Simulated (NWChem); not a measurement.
# C2H9NSi; SMILES CCN[SiH3]

```xyz
13

C      0.1758    -2.3583    -0.2187
C     -0.5107    -1.0693     0.2001
N      0.4054     0.0498     0.2500
Si    -0.0186     1.6930    -0.0897
H     -0.5399    -3.1935    -0.2671
H      0.9623    -2.6383     0.5015
H      0.6500    -2.2437    -1.2051
H     -1.3059    -0.8287    -0.5272
H     -1.0316    -1.2306     1.1668
H      1.2086    -0.1106     0.8492
H     -0.9434     2.3508     0.8972
H     -0.7008     1.7532    -1.4199
H      1.2503     2.4815    -0.1130
```
Atoms are numbered in this order, from 1.

Results from NWChem. Geometry: optimised at PBE0/def2-SVP. Level: PBE0/def2-SVP with SMD (1 M gas to 1 M solution), gas-phase geometry. Reactions with the solvent are ignored.

Task: What does the run give for solvent toluene? Quantities: solvation free energy (kcal/mol); cavity-dispersion-structure term (kcal/mol); dipole in solution (D).

Result: 
| Quantity | Value |
|---|---|
| solvation free energy (kcal/mol) | -2.4 |
| cavity-dispersion-structure term (kcal/mol) | -1.1 |
| dipole in solution (D) | 1.43 |
